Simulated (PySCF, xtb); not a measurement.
Ge(F)2(SeH)2 (F₂GeH₂Se₂), SMILES [F][Ge]([F])([SeH])[SeH].

GFN2-xTB run with xtb 6.7.1 at its own geometry gives an orbital gap of 2.65 eV and a dipole moment of 4.39 D.

Geometry: B3LYP-D3(BJ)/def2-SVP. One conformer was computed; it need not be the lowest.

Task: What does CAM-B3LYP/def2-TZVP run with PySCF give? (Estimate from the structure and the level; the computed values follow.)

Result: gap 8.13 eV (levels -9.13 and -1.00 eV), dipole 3.21 D.
